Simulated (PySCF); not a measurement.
First SCF of a structure search on singlet TaO(OH), at a hand-made bent (heavy-atom frame) geometry. PySCF input:

```python
from pyscf import gto, scf, dft
mol = gto.M(atom='''
Ta     0.000000     0.000000     0.000000
O      1.499000     0.000000     1.049600
O     -1.712000     0.000000     1.198800
H     -2.217500     0.735400     1.552700''',
    basis={'Ta': 'def2-TZVP', 'O': 'def2-TZVP', 'H': 'def2-TZVP'},
    ecp={'Ta': 'def2-TZVP'},
    charge=0, spin=0)
mf = dft.RKS(mol, xc='PBE0')
mf.grids.atom_grid = (50, 194)
aux = {'Ta': 'def2-universal-JKFIT', 'O': 'def2-universal-JKFIT', 'H': 'def2-universal-JKFIT'}
mf = mf.density_fit(auxbasis=aux)
mf.conv_tol = 1e-08
mf.diis_space = 10
mf.max_cycle = 60
mf.init_guess = 'minao'
mf.verbose = 4
mf.kernel()
```

Excerpt of the output (cycles and frontier levels):

```
init E= -188.822349954011
  HOMO = -0.384169347441684  LUMO = -0.361161414656468  gap/eV = 0.62608
cycle= 1 E= -207.688427327947  delta_E= -18.9  |g|= 1.13  |ddm|=  5.9
  HOMO = -0.112009422085476  LUMO = -0.109190984696335  gap/eV = 0.07669
cycle= 2 E= -203.430870357566  delta_E= 4.26  |g|= 4.33  |ddm|= 2.65
  HOMO = -0.14603416146501  LUMO = -0.0495789922264913  gap/eV = 2.62468
cycle= 3 E= -207.847657318064  delta_E= -4.42  |g|= 0.634  |ddm|= 2.29
  HOMO = -0.235542241737125  LUMO = -0.149988840325533  gap/eV = 2.32803
cycle= 4 E= -207.895954872002  delta_E= -0.0483  |g|= 0.526  |ddm|= 1.03
  HOMO = -0.236527653761748  LUMO = -0.144500503203198  gap/eV = 2.50419
cycle= 5 E= -207.943990644441  delta_E= -0.048  |g|= 0.169  |ddm|= 0.275
  HOMO = -0.22551412526979  LUMO = -0.128869217203806  gap/eV = 2.62984
cycle= 6 E= -207.949620763045  delta_E= -0.00563  |g|= 0.0759  |ddm|= 0.147
  HOMO = -0.226064923601726  LUMO = -0.128998484806257  gap/eV = 2.64131
cycle= 7 E= -207.950737771746  delta_E= -0.00112  |g|= 0.0272  |ddm|= 0.0388
  HOMO = -0.226930268160302  LUMO = -0.129577158592041  gap/eV = 2.64911
cycle= 8 E= -207.950913233047  delta_E= -0.000175  |g|= 0.0053  |ddm|= 0.0316
  HOMO = -0.227334511825699  LUMO = -0.129955475518953  gap/eV = 2.64982
cycle= 9 E= -207.950924262558  delta_E= -1.1e-05  |g|= 0.00198  |ddm|= 0.0113
  HOMO = -0.227502429943272  LUMO = -0.130157423064842  gap/eV = 2.64889
cycle= 10 E= -207.95092657375  delta_E= -2.31e-06  |g|= 0.000748  |ddm|= 0.00593
  HOMO = -0.227591380063494  LUMO = -0.13026453502158  gap/eV = 2.64840
cycle= 11 E= -207.950927190065  delta_E= -6.16e-07  |g|= 0.000202  |ddm|= 0.00466
  HOMO = -0.227579187608292  LUMO = -0.130249087832605  gap/eV = 2.64849
cycle= 12 E= -207.950927210279  delta_E= -2.02e-08  |g|= 5.78e-05  |ddm|= 0.000506
  HOMO = -0.227574360446027  LUMO = -0.130243576006861  gap/eV = 2.64851
cycle= 13 E= -207.950927214102  delta_E= -3.82e-09  |g|= 2.54e-05  |ddm|= 0.000234
  HOMO = -0.227575315967396  LUMO = -0.130244914748966  gap/eV = 2.64850
Extra cycle  E= -207.950927214905  delta_E= -8.02e-10  |g|= 1.84e-05  |ddm|= 0.000105
converged SCF energy = -207.950927214905
```

No lower solution of this spin was found from smeared starts or by a stability analysis within the restricted form, which does not test spin polarisation.

At the minimum of this search the closed-shell solution is unstable towards spin polarisation, so a lower open-shell solution exists. Spin–orbit coupling, left out here, can matter for elements this heavy.

The search for the lowest solution, 3 starts and the stability check together, took 9.9 s on 4 threads of a shared Arm Neoverse V1 host, with 108 basis functions; the process peaked at 0.47 GiB.
